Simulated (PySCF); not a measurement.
Atom-mapped SMILES (the numbers label the heavy atoms): `[CH2:1]=[CH:2][C:3](=[CH2:4])[C:5](=[O:6])[OH:7]`; H(Xn) means a hydrogen on atom n. Ha(C4) is cis to C2; Ha(C1) is cis to C3; Hb(C4) is trans to C2; Hb(C1) is trans to C3.

Theoretical values (PySCF 2.14.0 with density-fitted response routines): PBE0-D3(BJ)/def2-SVP geometry, NMR shieldings at PBE0/pcSseg-1/GIAO. No solvent, one conformer, non-relativistic.

Shifts are taken against calculated references (same method and geometry level): 13C (σref 184.41) against TMS.

Q: Do the 13C shifts follow the atomic charges (in e)? Tabulate both.

A: 
```tsv
atoms	hybridisation	δ (ppm)	σ para (ppm)	Hirshfeld	IAO	Mulliken	ESP-fitted
C5	sp2	168.2	-232	+0.21	+0.52	+0.57	+0.72
C2	sp2	140.7	-209	-0.06	-0.15	-0.15	-0.15
C4	sp2	140.3	-209	-0.07	-0.26	+0.01	-0.45
C3	sp2	139.9	-215	-0.01	-0.05	-0.41	+0.04
C1	sp2	131.7	-202	-0.09	-0.29	-0.11	-0.43
```

Correlation coefficients of δ with charge over these carbons: Hirshfeld +0.98, IAO +0.97, Mulliken +0.86, ESP-fitted +0.93; with the paramagnetic shielding -0.97. With so few points these coefficients are fragile. Charge is one influence among several: hybridisation and low-lying excitations act through the paramagnetic term.

Shifts are as computed. Against solution values, carbons near 30 ppm lie about +2 ppm off and those near 130 ppm about +5 ppm. Of 1211 compounds with measured shifts, 218 miss one by over three times the rms of a fit or turn the order of signals round; such compounds aren't used in these exercises. The C=O carbon of an acid or of an amide with N–H lies up to 10 ppm further downfield in solution, through hydrogen bonding that the calculation lacks.
